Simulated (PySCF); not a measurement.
Method: PBE-D3(BJ)/def2-TZVP // B3LYP-D3(BJ)/def2-TZVP in PySCF 2.14.0. Isolated molecules, 0 K electronic values unless said otherwise. Excitations are Tamm–Dancoff values on a coarser integration grid. The basis has no diffuse functions, so Rydberg states are missing or too high.

Reference species (SMILES): `N#CO[SiH3]` (neutral, multiplicity 1).

The S1 excitation (TDA) comes out as 5.55 eV. The S1 oscillator strength is 0.001 and the HOMO is -7.36 eV.

After one change: the S1 excitation (TDA) increases by 1.38 eV; the S1 oscillator strength hardly moves; the HOMO decreases by 1.17 eV.

**Question.** Name the change that produced these shifts. The new species is one of these.
A. `N#CS`
B. `N#CC=S`
C. `N#C[SiH3]`
D. `C#N`

**Answer.** C, `N#C[SiH3]`
